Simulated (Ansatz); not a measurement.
Frontier orbitals of C2H8AlB (`C[B](C)[AlH2]`).

```
atom    x (Å)    y (Å)    z (Å)
  C1   1.1988   0.6265  -0.8202
  B2  -0.0036   0.0094  -0.0260
  C3  -1.3924  -0.0566  -0.7502
 Al4   0.2432  -0.7166   1.9746
  H5   1.9855   1.1025  -0.2307
  H6   1.6744  -0.2443  -1.3030
  H7   0.8990   1.2953  -1.6344
  H8  -1.8913   0.8826  -0.4560
  H9  -2.0690  -0.8577  -0.4448
 H10  -1.3266  -0.0327  -1.8434
 H11   0.7493  -2.2016   2.2823
 H12  -0.0672   0.1933   3.2519
```

The species carries charge 0 and has multiplicity 1. The structure was optimised at the PBE0-D4/def2-TZVP level. Basis def2-TZVPP, Ansatz 0.2.0.

| functional | HOMO (eV) | LUMO (eV) | gap (eV) |
| --- | --- | --- | --- |
| PBE | -5.61 | -2.18 | 3.43 |
| revPBE | -5.57 | -2.07 | 3.50 |
| B97M-V | -5.88 | -2.08 | 3.80 |
| PBE0 | -6.74 | -1.41 | 5.33 |
| ωB97M-V | -8.84 | 0.15 | 8.99 |
| HF | -9.44 | 1.25 | 10.69 |

From PBE to PBE0 the HOMO moves by −1.13 eV and the LUMO by +0.77 eV, and with ωB97M-V by −3.23 and +2.33 eV, so the gap grows from 3.43 to 8.99 eV with exact exchange. A positive LUMO is unbound and depends on the basis.
